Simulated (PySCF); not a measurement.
## SbF⁺: one state, many levels of theory

State: ²Π (doublet), unpaired electrons π ↑. Set-up: PySCF, spin-free X2C with a Gaussian nucleus, basis sets Sb x2c-SVPall, F x2c-SVPall. De refers to Sb⁺ + F in their high-spin ground configurations, without counterpoise correction. The functionals are run spin-unrestricted. A positive dipole points towards F; it is taken about the centre of mass and depends on that origin.

| Level | Re (Å) | ωe (cm⁻¹) | De (eV) | μ (D) | CPU s a point (SCF and correlation, without the integrals) |
| --- | --- | --- | --- | --- | --- |
| UHF | 1.860 | 765 | 1.85 | -3.56 | 0.16 |
| UHF-MP2 | 1.883 | 729 | 3.85 | n/a | 0.25 |
| UHF-SCS-MP2 | 1.884 | 724 | 3.69 | n/a | n/a |
| UHF-CCSD | 1.883 | 726 | 3.44 | n/a | n/a |
| UHF-CCSD(T) | 1.889 | 710 | 3.58 | n/a | 3 |
| PBE | 1.904 | 684 | 4.67 | -2.64 | 1.6 |
| TPSS | 1.898 | 694 | 4.47 | -2.69 | 1.2 |
| r²SCAN | 1.886 | 712 | 4.26 | -2.79 | 1.1 |
| PBE0 | 1.880 | 725 | 4.05 | -2.96 | 1.2 |
| r²SCAN0 | 1.870 | 740 | 3.79 | -3.03 | 1.3 |
| HSE06 | 1.881 | 724 | 4.09 | -2.95 | 1.7 |
| B2PLYP | 1.888 | 712 | 4.04 | -3.32 | 0.8 |

The bond length runs from 1.860 Å (UHF) to 1.904 Å (PBE). De spans 1.85 eV (UHF, mean field) to 4.67 eV (PBE, GGA). Correlation at CCSD(T) changes the Hartree–Fock bond energy by +1.73 eV; the triples alone change it by +0.14 eV.

Correlated steps freeze 19 core orbitals. Correlated levels converge slowly with the basis: in double zeta they bind strong bonds too weakly, by up to about 1 eV, and carry superposition errors of some tenths. These are scalar-relativistic numbers at best; spin–orbit coupling would shift them, the dissociation energy most. For an ion De counts to the pair picked by the measured ionisation energies or electron affinities, which need not be the lowest pair at this level. B2PLYP dipoles, levels and charges come from its SCF part alone. The state is the lowest determinant that a PBE0 search found; another state may lie lower at other levels.

The whole job (state search and all levels along the bond) took about 2.7 min on 1 thread of Arm Neoverse V1 (shared host), peak memory 0.58 GiB.
